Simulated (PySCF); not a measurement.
## Unknown compound

An unknown has the formula C₆H₁₁Cl₃. Its calculated NMR data are:

¹H NMR (500 MHz, computed): δ 2.36 (s, 2H), 1.13 (s, 9H).

¹³C{¹H} NMR (computed): δ 136.9 (C), 66.8 (CH2), 38.4 (C), 31.2 (CH3, 3C).

- coordinates at the PBE0-D3(BJ)/def2-SVP level
- shielding tensors at WP04/pcSseg-1 (GIAO)
- program: PySCF 2.14
- fast rotation and ring inversion assumed for equivalent nuclei, no solvent model, relativity neglected, a single conformation

References, each an isolated molecule treated in the same way: TMS for ¹H and ¹³C.

Deduce the structure.

Results:


The formula gives 0 degrees of unsaturation. 4 carbon signals for 6 carbons: some carbons are equivalent by symmetry or fast rotation. Carbon types of the structure: 2 × C, 1 × CH2, 3 × CH3, which accounts for all hydrogens. δC 136.9: fully substituted sp3 carbon bonded to 3 Cl; 3 electronegative neighbours deshield it. δC 66.8: sp3 CH2. δC 38.4: quaternary sp3 carbon; saturated and bonded to C and H only. δC 31.2: methyl carbon; aliphatic region, no heteroatom directly attached. δH 2.36: hydrogen on an sp3 CH2. δH 1.13: hydrogen on a methyl carbon; far from electronegative atoms and π systems.

These data were computed for `C(C)(C)(C)CC(Cl)(Cl)Cl`.

The data come from this structure; uniqueness wasn't tested.

Carbons that carry Cl, above all several Cl atoms, come out too deshielded, partly because spin–orbit coupling is missing. Shifts are as computed. Against solution values, carbons near 30 ppm lie about +3 ppm off and those near 130 ppm about +5 ppm. Of 1211 compounds with measured shifts, 218 miss one by over three times the rms of a fit or turn the order of signals round; such compounds aren't used in these exercises. Multiplicities follow the n + 1 count of equivalent neighbours, as no J values were calculated; m marks all less simple cases, F and P coupling included.
